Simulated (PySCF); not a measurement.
Species: C₄H₁₂F₂Si₃.
Z-matrix (Å and degrees, GFN2-xTB geometry), rows numbered from 1:
```
C 
C   1  1.5229
C   2  1.5278  1  111.92
C   3  1.5167  2  113.12  1   178.30
F   4  1.4269  3  107.25  2    62.50
Si  4  1.9654  3  118.40  2   -55.71
Si  6  2.3382  4   85.45  3  -145.94
F   7  1.6302  6  114.19  4   125.13
Si  4  1.9671  3  117.05  2   179.43
H   1  1.0882  2  110.44  3   -60.29
H   1  1.0875  2  110.59  3   179.66
H   1  1.0879  2  110.59  3    59.62
H   2  1.0931  1  109.57  3   121.01
H   2  1.0915  1  109.75  3  -121.02
H   3  1.0942  2  108.97  1   -59.85
H   3  1.0928  2  109.77  1    58.04
H   6  1.4697  4  109.49  3   -28.19
H   6  1.4636  4  110.79  3    90.17
H   7  1.4619  6  124.40  4  -114.08
H   9  1.4695  4  108.88  3    27.69
H   9  1.4635  4  110.10  3   -89.28
```

Probes without a nucleus sit at each ring's centroid and 1 Å off its mean plane on both sides; NICS is minus the shielding there, NICSzz its component along the normal. Level: GIAO PBE0/pcSseg-1 (PySCF, non-relativistic, gas phase) on the GFN2-xTB geometry, one conformer.

Ring bond lengths (Å), with Mayer bond orders in brackets: C4–Si6 1.965 (0.81), Si6–Si7 2.338 (0.85), Si7–Si9 2.337 (0.85), Si9–C4 1.967 (0.81).

**Question.** Give the NICS values of each ring in ppm.

**Answer.** 
```tsv
ring	type	NICS(0)	NICS(1), two faces	NICS(1)zz, two faces	rms pucker (Å)	centre to ring atoms, mean (Å)
C4–Si6–Si7–Si9	4-membered ring with 3 Si; formal bonds all single	1.9	-0.8 / -0.8	3.2 / 4.6	0.12	1.51
```

**Question.** What can be read from them?

**Answer.** 
- C4–Si6–Si7–Si9: mean NICS(1)zz 3.9 ppm, deshielded. C4, Si6, Si7, Si9 have four or more neighbours, so the value isn't read as a sign of a π ring current.

**Question.** At the first NICS(1) probe listed for ring C4–Si6–Si7–Si9, 1 Å off the ring, what do the in-plane components average?

**Answer.** The isotropic value is a third of the trace: (3 × -0.8 − (3.2))/2 = -2.8 ppm.

**Question.** List the ring angles and the Hirshfeld charges of the ring atoms.

**Answer.** 
- C4–Si6–Si7–Si9: C4 103.4° (-0.056 e), Si6 85.5° (+0.226 e), Si7 82.6° (+0.276 e), Si9 85.5° (+0.227 e); sum 356.9° against 360° for a flat convex ring.

**Question.** What are the shieldings of the ring atoms and their hydrogens in the same run (means over atoms taken as equivalent)?

**Answer.** 
| atoms | environment | σ isotropic (ppm) | principal values of the symmetric part, first atom (ppm) |
| --- | --- | --- | --- |
| C4 | sp3 C–F carbon | 82.0 | 49.2, 55.6, 141.2 |
| Si6 (×2) | SiH2 silicon | 396.2 | 347.4, 383.9, 467.6 |
| Si7 | fluorine-bound silicon | 296.3 | 203.4, 283.0, 402.6 |
| H17 (×2) | Si–H hydrogen | 26.99 | 23.5, 26.4, 31.0 |
| H18 (×2) | Si–H hydrogen | 27.11 | 23.3, 26.0, 31.9 |
| H19 | Si–H hydrogen | 24.85 | 21.4, 24.4, 28.7 |
